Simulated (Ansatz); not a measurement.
Frontier orbitals of BH$_{8}$NSi$_{2}$.

```xyz
12

B    -1.041   -0.239    0.827
Si   -0.627   -0.199   -1.022
N     0.412   -1.214   -1.869
Si    0.563    0.927    1.355
H    -2.021    0.437    1.019
H    -0.932   -1.299    1.383
H    -0.905    0.914   -1.970
H     0.758   -1.027   -2.796
H     0.785   -2.061   -1.471
H     1.826    0.141    1.473
H     0.889    2.042    0.405
H     0.295    1.579    2.667
```

Total charge 0; spin multiplicity 1. The bonds changed during the relaxation, so this is another structure than the one it started from. The geometry is a stationary point of PBE0-D4/def2-TZVP. It is one conformer, not always the lowest. Basis def2-TZVPP, Ansatz 0.2.0.

```tsv
functional	HOMO (eV)	LUMO (eV)	gap (eV)
PBE	-6.15	-2.40	3.75
B97M-V	-6.48	-2.28	4.20
PBE0	-7.16	-1.62	5.54
HSE06 (plane-wave form)	-6.77	-1.99	4.78
BHLYP	-8.04	-0.73	7.31
CAM-B3LYP	-8.36	-0.59	7.77
ωB97M-V	-9.17	0.20	9.37
```

From PBE to PBE0 the HOMO moves by −1.01 eV and the LUMO by +0.77 eV, and with ωB97M-V by −3.02 and +2.60 eV, so the gap grows from 3.75 to 9.37 eV with exact exchange. A positive LUMO is unbound and depends on the basis.
